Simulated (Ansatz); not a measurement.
`[OH][Al]([SH])[Cl]` + NH₃ → `[NH2][Al]([OH])[SH]` + HCl  (ligand exchange at the Al–Cl bond)

Isolated molecules relaxed with PBE0-D4/def2-TZVP in Ansatz; ΔE leaves out vibrations. CCSD(T)/CBS adds triple-zeta CCSD(T) − MP2 to the extrapolated MP2 energy (def2 sets, frozen cores). This one scheme is used for every species. Functionals use def2-TZVPP. One conformer a species, not always the lowest.

| level | ΔE (kJ/mol) |
| --- | --- |
| LDA (SPW92) | 71.6 |
| r2SCAN0-D4 | 80.8 |
| PBE-QIDH | 80.3 |
| PBE | 78.9 |

Q: What does CCSD(T)/CBS give? (Best estimate.)

A: The calculation gave: +77.1 kJ/mol. The listed levels differ from it by -5.5, 3.7, 3.2, 1.8 kJ/mol.

Largest T1 diagnostic among the species: 0.011.

Leaving LDA and LC-ωPBE aside and taking each functional with its dispersion term where it has one, the values, not all of them listed here, spread over 9.0 kJ/mol, from CAM-B3LYP-D4 to B97M-V. LDA lies −7.3 kJ/mol from PBE without D4. In def2-TZVPP, CCSD(T) changes the Hartree–Fock value by −7.4 kJ/mol (the triples alone add +0.3 kJ/mol) and MP2 by −4.8 kJ/mol.
